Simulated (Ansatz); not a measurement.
`C[N](C)[AlH][F]` + HBr → `[F][AlH][Br]` + dimethylamine at 298.15 K and 1 bar (ligand exchange at the Al–N bond).

Calculated with Ansatz (gas phase, PBE0-D4/def2-TZVP geometries, no zero-point term in ΔE). CCSD(T)/CBS is the MP2 limit (def2-TZVPP, def2-QZVPP) plus CCSD(T) − MP2 in def2-TZVPP, frozen cores. For Br outer-core shells are correlated without core-valence functions, which leaves a few kJ/mol of doubt a bond. Scalar relativity is left out up to krypton. One conformer a species, not always the lowest.

```csv
species,CCSD(T)/CBS energy (Eh),H − E (kJ/mol),S (J/(mol·K))
`C[N](C)[AlH][F]`,-476.92428,262.6,343.7
HBr,-2573.91920,24.6,198.6
`[F][AlH][Br]`,-2915.86674,40.8,294.2
`CNC`,-135.00321,256.9,271.4
```

H − E and S are ideal-gas, rigid-rotor, harmonic terms from PBE0-D4/def2-TZVP, for one conformer and one mirror image of each species. 1 Eh = 2625.50 kJ/mol, R = 8.31446 J/(mol·K).

Q: By hand: ΔE, ΔH, ΔS and ΔG.

A: ΔE = (-2915.86674) + (-135.00321) − (-476.92428) − (-2573.91920) = -0.02647 Eh = -69.5 kJ/mol. Δ(H − E) = 40.8 + 256.9 − 262.6 − 24.6 = 10.5, so ΔH = -59.0 kJ/mol. ΔS = 294.2 + 271.4 − 343.7 − 198.6 = 23.3 J/(mol·K). ΔG = -59.0 − 298.15 × (23.3)/1000 = -65.9 kJ/mol.

Q: By hand: the equilibrium constant, and the temperature at which ΔG would vanish if ΔH and ΔS stayed fixed.

A: log₁₀ K = −ΔG/(RT ln 10) = 11.5. ΔH and −TΔS have one sign here, so there is no such temperature.

ΔH outweighs TΔS. A doubt of 5 kJ/mol in ΔE shifts log₁₀ K by 0.9 here. Other conformers and mirror images would add mixing entropy, several J/(mol·K) or more a flexible species. These are equilibria of isolated gas molecules and say nothing of rates. Largest T1 diagnostic: 0.012 (customary marks: 0.02 for closed shells, 0.045 for open ones).
